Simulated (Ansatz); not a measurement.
Basis-set series for `C[Se][SiH](Cl)Cl`. Total charge 0; spin multiplicity 1. All single points use the PBE0-D4/def2-TZVP geometry. It is one conformer, not always the lowest.

```
functional       basis  functions  energy (Eh)  HOMO (eV)  LUMO (eV)
   PBE0-D4    def2-SVP        120  -3650.63648      -7.02      -0.32
   PBE0-D4  def2-QZVPP        476  -3651.49061      -7.12      -0.69
   ωB97M-V    def2-SVP        120  -3651.16241      -9.15       1.69
   ωB97M-V  def2-QZVPP        476  -3652.01134      -9.28       1.02
```

(1) Give the rows for def2-TZVPP. (Estimate.)

Answers

(1) Computed: 
```json
{"functional": "PBE0-D4", "basis": "def2-TZVPP", "functions": "261", "energy (Eh)": "-3651.40095", "HOMO (eV)": "-7.10", "LUMO (eV)": "-0.59"}
{"functional": "ωB97M-V", "basis": "def2-TZVPP", "functions": "261", "energy (Eh)": "-3651.92518", "HOMO (eV)": "-9.25", "LUMO (eV)": "1.26"}
```

Positive LUMOs are unbound and depend on the basis. Scalar relativity is left out up to krypton.
